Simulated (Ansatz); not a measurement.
A trace of molecular dynamics of Cl2H4N2Zr (9 atoms, charge 0, multiplicity 1).

Computed with RKS PBE-D4/def2-SVP in Ansatz.

| Quantity | Value |
| --- | --- |
| ensemble | NVT, Nosé–Hoover chain |
| set temperature | 300 K |
| thermostat | time constant 20 fs, chain length 1 |
| seed | 570881 |

```csv
time (fs),T (K),potential energy less start (eV),conserved less start (meV/atom)
0.0,300,0.000,0.00
8.0,4078,7.713,1399.93
16.0,3988,25.577,18615.66
24.0,5,15.762,36308.73
32.0,5,7.600,36382.21
40.0,2,10.610,37147.00
48.0,1,10.788,37523.92
56.0,4,8.213,37809.45
64.0,3,8.765,38095.53
72.0,2,11.798,38860.21
80.0,2,6.769,38724.68
88.0,6,12.696,39954.75
96.0,2,10.287,40447.37
104.0,6,8.134,40797.12
112.0,7,13.122,42240.67
120.0,5,10.471,42776.75
128.0,4,9.255,43221.84
136.0,4,10.020,43659.74
144.0,5,9.798,44320.97
152.0,6,8.803,44834.18
160.0,7,9.037,45406.60
```

Question: Can this run be trusted? Judge the integration.

Answer: The conserved energy changed by up to 45000 meV per atom, so the integration failed: the time step of 4 fs is too long for the fastest motions that this run met, and the later frames carry no physical meaning.

The run took 4 min on 2 threads of Arm Neoverse V1 (shared host), peak memory 0.25 GiB.
